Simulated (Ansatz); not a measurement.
C3H4OZn. Charge 0, multiplicity 1. The bonds changed during the relaxation, so this is another structure than the one it started from. The geometry is a stationary point of PBE0-D4/def2-TZVP. It is one conformer, not always the lowest.

```xyz
9

C     0.208    1.607    0.070
C    -0.167    0.262   -0.331
C    -0.475   -0.850   -0.663
O    -0.839   -2.033   -1.075
Zn    0.873   -2.195    1.890
H    -0.672    2.227    0.256
H     0.812    2.097   -0.697
H     0.798    1.586    0.991
H    -0.537   -2.702   -0.440
```

**Question.** What is the dipole moment at PBE/def2-TZVPP? (Estimate.)

**Answer.** Computed: 1.40 D, with components (0.71, 0.07, 1.20) D in this frame, pointing from negative to positive charge.

**Question.** And with r2SCAN, B3LYP, ωB97M-V? (An estimate is asked.)

**Answer.** The calculation gave: r2SCAN 1.34 D, B3LYP 1.45 D, ωB97M-V 1.49 D.

**Question.** Give the Mulliken charges with PBE, r2SCAN, B3LYP in def2-TZVPP. (Best estimate.)

**Answer.** Computed: 
```
atom    PBE  r2SCAN  B3LYP
  C1  -0.26   -0.18  -0.25
  C2  -0.30   -0.35  -0.29
  C3   0.27    0.41   0.29
  O4  -0.23   -0.30  -0.27
 Zn5  -0.01   -0.02   0.00
  H6   0.11    0.08   0.11
  H7   0.11    0.08   0.11
  H8   0.10    0.06   0.10
  H9   0.20    0.22   0.20
```

B3LYP here is the variant with VWN-RPA as its local correlation; programs differ in this.
